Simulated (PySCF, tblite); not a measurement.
Isomers of C4H5F4O (doublet state). Method: GFN2-xTB as coded in tblite; computed harmonic values from a numerical Hessian at the method's own geometry, unscaled. This tight-binding method is rough: wavenumbers can miss measured ones by several per cent, in bad cases by 10 to 20. One conformer each. Open shells enter through the occupations alone, without spin polarisation, and single modes of such species can be off by tens of per cent.

Electronic energies: B3LYP/pcH-1 single points on the GFN2-xTB geometries (PySCF, gas phase).

```tsv
SMILES	electronic energy, lowest = 0 (kJ/mol)
F[CH]OCCC(F)(F)F	0.0
COC[C](F)C(F)(F)F	56.3
[CH2]OC[C@H](F)C(F)(F)F	45.5
```

How do GFN2-xTB zero-point energies change the relative energies?

| SMILES | ZPE (kJ/mol) | of it from modes above 1550 cm⁻¹ | electronic (kJ/mol) | with ZPE, lowest = 0 (kJ/mol) | lowest mode (cm⁻¹) | rings |
| --- | --- | --- | --- | --- | --- | --- |
| F[CH]OCCC(F)(F)F | 233.5 | 89.1 | 0.0 | 0.0 | 28 | 0 |
| [CH2]OC[C@H](F)C(F)(F)F | 229.3 | 90.2 | 45.5 | 41.4 | 34 | 0 |
| COC[C](F)C(F)(F)F | 230.2 | 87.2 | 56.3 | 53.1 | 23 | 0 |

The zero-point energies span 4.2 kJ/mol, from `[CH2]OC[C@H](F)C(F)(F)F` to `F[CH]OCCC(F)(F)F`. The order is unchanged.

And how do the electronic energies of GFN2-xTB itself compare?

`F[CH]OCCC(F)(F)F` 0.0; `[CH2]OC[C@H](F)C(F)(F)F` 58.2; `COC[C](F)C(F)(F)F` 54.1 kJ/mol, lowest = 0. Against the energies above, taken from the same isomer `F[CH]OCCC(F)(F)F`, the largest difference is 12.7 kJ/mol.
